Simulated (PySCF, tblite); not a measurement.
Calculations on `C[Si@@H]1CC[Se]1`, in the order of a workflow; each names the level of the geometry that it ran on. Settings lines and outputs come from a driver script.

C3H8SeSi.
SMILES with atom numbers: `[CH3:1][Si@@H:2]1[CH2:3][CH2:4][Se:5]1` (hydrogens: H6, H7, H8 on C1; H9 on Si2; H10, H11 on C3; H12, H13 on C4)

Step 1: GFN2-xTB geometry optimisation, gas phase (tblite 0.8.0) (from a force-field or distance-geometry start)
```json
{"job": {"kind": "relax", "xc": "GFN2-xTB", "basis": "xTB"}, "charge": 0, "multiplicity": 1}
```
```
step      E/eV     max force
  0    -418.89855    1.950
  1    -419.01676    0.514
  2    -419.04938    0.408
...
 73    -419.12980    0.055
 74    -419.13051    0.114
 75    -419.13103    0.034
 76    -419.13122    0.023
 77    -419.13135    0.008
```

Energy lowered by 5.4 kcal/mol over 77 steps; largest atomic force 0.008 eV/Å at the end. «max force» is the largest atomic force in eV/Å.

Hardware: one thread of an Arm Neoverse N1, no GPU, shared host with 64 logical CPUs at a one-minute load of 61. Cost: 0.71 s.

Step 2: GFN2-xTB harmonic vibrations, gas phase (tblite 0.8.0) (on the GFN2-xTB geometry)
```json
{"job": {"kind": "ir", "xc": "GFN2-xTB", "basis": "xTB"}, "charge": 0, "multiplicity": 1}
```
```
(table of modes left out)
```

33 modes from 69 to 3054 cm⁻¹ (unscaled, harmonic); zero-point energy 62.5 kcal/mol; all wavenumbers are real at this level.

On one thread of an Arm Neoverse N1, no GPU, on a shared host, this took 0.6 s of wall time.

Step 3: TDDFT PBE0/def2-SVPD, vertical, gas phase, core orbitals frozen in the response (PySCF 2.14.0, density-fitted response routines) (on the GFN2-xTB geometry)
```json
{"job": {"kind": "uv", "xc": "PBE0", "basis": "def2-SVPD", "nstates": 8, "ntriplets": 3}, "charge": 0, "multiplicity": 1}
```
```
...
Static polarisability (au): isotropic 89.099, principal 76.311 89.310 101.674
Singlet excitations
state   eV       nm        f      main configurations
  1   4.4305    279.8   0.00071   H->L 0.97
  2   4.9862    248.7   0.01335   H->L+1 0.98
  3   5.8553    211.7   0.03257   H->L+2 0.74, H->L+3 0.22
  4   6.0300    205.6   0.00468   H-1->L 0.72, H->L+4 0.11, H->L+3 0.10
  5   6.1327    202.2   0.02631   H->L+3 0.55, H->L+2 0.18, H-1->L 0.17
  6   6.2276    199.1   0.04899   H->L+4 0.83, H->L+3 0.09
  7   6.5420    189.5   0.06778   H-1->L+1 0.84, H-2->L 0.09
  8   6.7099    184.8   0.00484   H->L+5 0.98
Triplet excitations (Tamm-Dancoff, eV): 4.0063 4.6500 5.3204
```

HOMO -6.22 eV, LUMO -0.28 eV; lowest singlet 4.43 eV; lowest triplet 4.01 eV (Tamm–Dancoff); mean polarisability 89.1 au.

Hardware: one thread of an Arm Neoverse N1, no GPU, shared host with 64 logical CPUs at a one-minute load of 62. Cost: 48 s, 0.72 GiB resident at most.

Geometry of the electronic-property runs (GFN2-xTB):
```
atom  x, y, z in Å
C1     2.1368    0.2989    0.4027
Si2    0.3624   -0.2800    0.7331
C3    -0.7555   -0.5803   -0.7860
C4    -1.9246    0.3281   -0.3956
Se5   -1.1882    1.3903    1.1213
H6     2.5905    0.6618    1.3189
H7     2.1639    1.1057   -0.3239
H8     2.7448   -0.5180    0.0294
H9     0.2766   -1.3341    1.7503
H10   -1.0765   -1.6069   -0.9507
H11   -0.2939   -0.2348   -1.7105
H12   -2.2584    0.9994   -1.1851
H13   -2.7824   -0.2296   -0.0217
```

 (This holds for the electronic-property runs.)

One conformer stands for the species.
